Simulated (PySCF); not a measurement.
C8H12F2.
Cartesian coordinates in Å at the PBE0-D3(BJ)/def2-SVP level; atoms count from 1:
```
atom  x, y, z in Å
F1     2.9634   -0.6573   -2.0466
C2     2.4199   -0.5610   -0.7866
C3     1.5686    0.6796   -0.6839
C4     0.3074    0.6301   -1.5725
C5    -0.5257    0.2571   -0.3403
C6    -1.9504    0.7411   -0.0201
C7    -2.2045   -0.5942    0.7074
C8    -1.0501   -1.1671   -0.1071
F9    -0.2164   -2.0596    0.5185
C10    0.6540    0.6844    0.5607
H11    3.2420   -0.5309   -0.0497
H12    1.8172   -1.4643   -0.5927
H13    2.2062    1.5673   -0.8167
H14    0.3206   -0.0862   -2.4093
H15    0.0323    1.6208   -1.9642
H16   -2.0390    1.6698    0.5624
H17   -2.5575    0.8391   -0.9336
H18   -3.1908   -1.0727    0.6271
H19   -1.9159   -0.5339    1.7673
H20   -1.3879   -1.6256   -1.0529
H21    0.5082    1.6962    0.9665
H22    0.9246    0.0048    1.3839
```

Computed with PySCF, PBE0-D3(BJ)/def2-SVP geometry optimisation, gas phase.

Masses are those of the commonest isotopes; rigid-rotor values at the optimised geometry. The values belong to one conformer with, in the numbering `[F:1][CH2:2][C@H:3]1[CH2:4][C@:5]2([CH2:6][CH2:7][C@@H:8]2[F:9])[CH2:10]1`, F1–C2–C3–C4 67°.

(1) Give the principal moments of inertia and the rotational constants in MHz.

(2) Classify the top.

(3) What does the inertial defect say?

(4) Give the other two planar moments, Paa and Pbb, and the rms extents of the mass along the axes.

(5) Where do the levels up to J = 2 lie, in MHz?

(6) Predict some low-J microwave lines.

(7) Estimate the classical rotational partition function at 50 K, 200 K and 500 K.

Results:

(1) Ia = 208.85, Ib = 558.28, Ic = 647.42 u·Å²; 505379 MHz·u·Å²/I gives A = 2420, B = 905.2, C = 780.6 MHz.

(2) An asymmetric top. Ray's parameter κ = (2B − A − C)/(A − C) = -0.848; −1 is the prolate and +1 the oblate limit.

(3) Not planar: Δ = Ic − Ia − Ib = -119.71 u·Å². For a rigid frame Δ = −2 Σ m c², so Σ m c² = 59.85 u·Å² lies off the ab plane: 19.26 from hydrogen and 40.59 from heavier atoms. The atom farthest from that plane is 1.90 Å away.

(4) Paa = Σ m a² = (Ib + Ic − Ia)/2 = 498.42 and Pbb = Σ m b² = (Ia + Ic − Ib)/2 = 149.00 u·Å². With the mass M = 146.09 u, the rms extents √(P/M) along a, b and c are 1.85, 1.01, 0.64 Å.

(5) Above 0(0,0):
J = 1: 1(0,1) 1686, 1(1,1) 3200, 1(1,0) 3325
J = 2: 2(0,2) 5050, 2(1,2) 6447, 2(1,1) 6821, 2(2,1) 11365, 2(2,0) 11373
Those of J = 1 are B + C, A + C and A + B.

(6) The dipole components are |μa| = 2.07 D, |μb| = 1.42 D, |μc| = 0.50 D. The squared components, which scale the intensities, stand as 1.00 : 0.47 : 0.06 (a : b : c). Some lines, for components of 0.1 D or more:

| type | branch | J(Ka,Kc) | MHz | lower level (cm⁻¹) |
| --- | --- | --- | --- | --- |
| a | R | 1(0,1) ← 0(0,0) | 1686 | 0.000 |
| b | R | 1(1,1) ← 0(0,0) | 3200 | 0.000 |
| a | R | 2(1,2) ← 1(1,1) | 3247 | 0.107 |
| c | R | 1(1,0) ← 0(0,0) | 3325 | 0.000 |
| b | Q | 3(2,1) ← 3(1,2) | 4398 | 0.402 |
| b | R | 3(1,3) ← 2(0,2) | 6263 | 0.168 |
| b | R | 2(2,1) ← 1(1,0) | 8040 | 0.111 |
| c | R | 2(2,1) ← 1(1,1) | 8165 | 0.107 |
| b | R | 2(2,0) ← 1(1,1) | 8172 | 0.107 |
| b | R | 3(2,1) ← 2(1,2) | 10012 | 0.215 |
| b | R | 3(3,0) ← 2(2,1) | 12947 | 0.379 |

(7) Point group C1, symmetry number σ = 1; q = (√π/σ)·√((kT/h)³/(ABC)), k/h = 20836.6 MHz/K: 45600 at 50 K, 365000 at 200 K, 1440000 at 500 K.

No frequency check. Constants of a rigid frame at the computed geometry: no zero-point averaging, no centrifugal distortion.

Hardware: Arm Neoverse V2, one thread, shared host with 96 logical CPUs at a one-minute load of 56. Cost: 4.5 min, 0.88 GiB resident at most. These figures are those of the optimisation.
